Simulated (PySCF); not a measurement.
Be(Cl)(Me) (CH3BeCl), SMILES [CH3][Be][Cl].

Coordinates come from a r2SCAN-D4/def2-TZVP optimisation.

Calculation: M06-2X/def2-TZVPD run with PySCF.

Gas-phase values at a fixed geometry.

Question: Estimate the frontier levels, gap, dipole moment and polarisability. (The exact figures need the calculation; the answer reports its results.)

Answer: 
- highest occupied level = -10.21 eV
- lowest empty level = -0.15 eV
- orbital gap = 10.06 eV
- dipole moment = 1.26 D
- quadrupole, principal values (traceless, Buckingham form, about the centre of nuclear charge) = -3.69, 1.85, 1.85 D·Å
- mean static polarisability = 41.3 bohr³ (6.12 Å³)
- polarisability, principal values = 36.4, 36.4, 51.2 bohr³
